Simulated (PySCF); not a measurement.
All values below come from PBE-D3(BJ)/def2-TZVP in PySCF. Isolated molecules, 0 K electronic values unless said otherwise. Excitations are Tamm–Dancoff values on a coarser integration grid. The basis has no diffuse functions, so Rydberg states are missing or too high.

Reference species (SMILES): `[SiH2]=C[SiH3]` (neutral, multiplicity 1).

```
Property                  Value
----------------------  -------
HOMO–LUMO gap           3.41 eV
dipole moment            1.59 D
S1 oscillator strength    0.345
T1 excitation (TDA)     2.61 eV
```

Changed species: `C[SiH]=[SiH2]`.

### Question
Give the shifts of the HOMO–LUMO gap, dipole moment, S1 oscillator strength and T1 excitation (TDA).

### Answer
the HOMO–LUMO gap decreases by 0.97 eV, to 2.44 eV; the dipole moment falls by 0.14 D, to 1.45 D; the S1 oscillator strength decreases by 0.161, to 0.184; the T1 excitation (TDA) decreases by 0.97 eV, to 1.64 eV.
